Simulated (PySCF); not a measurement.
Gas-phase reaction: 2 GeH2F2 + H2O = 2 GeH3F + F2 + O

Method: PySCF energies plus ideal-gas RRHO corrections (1 bar). † marks an energy on the PBE0/def2-TZVP geometry and frequencies; other levels use their own. MP2 and CCSD(T) freeze the core. 6-31G* has spherical d functions here. Open shells (unrestricted): O (multiplicity 3, electronic degeneracy 9); the rest are closed-shell singlets. Spin-orbit splitting is ignored; it lowers the true energy and changes the entropy of O. B3LYP is the form with VWN-RPA correlation. Ge: all electrons, no relativistic terms. GeH2F2: computed as isolated molecules; such fragments, hydroxides, amides, oligomers or adducts are transient or little studied in the gas. MP2 isn't extrapolated to the basis-set limit; its ΔH°(298 K) is 1139.0 kJ in def2-SVP and 1203.5 kJ in def2-TZVPP. CCSD(T) isn't extrapolated to the basis-set limit; its ΔH°(298 K) is 1067.1 kJ in def2-SVP and 1127.6 kJ in def2-TZVPP. The harmonic model lacks anharmonicity and excited electronic states, which grow with temperature; levels with a mode under 35 cm⁻¹ are left out.

```tsv
level	ΔE electronic, kJ	ΔH°(298 K), kJ	ΔS°(298 K), J/K	ΔG°(1000 K), kJ
B3LYP/6-31G*	1077	1055	124	930
BLYP/def2-TZVP†	1125	1102	124	977
CCSD(T)/def2-SVP†	1090	1067	124	942
MP2/def2-SVP†	1161	1139	124	1014
PBE/def2-SVP	1124	1102	124	977
PBE0/def2-QZVP†	1160	1137	124	1012
PBE0/def2-TZVP	1143	1120	124	995
LDA/def2-TZVP†	1263	1241	124	1116
ωB97M-V/def2-TZVP†	1158	1135	124	1010
```
ΔH° is lowest at B3LYP/6-31G* and highest at LDA/def2-TZVP†. No reference value is set beside these.
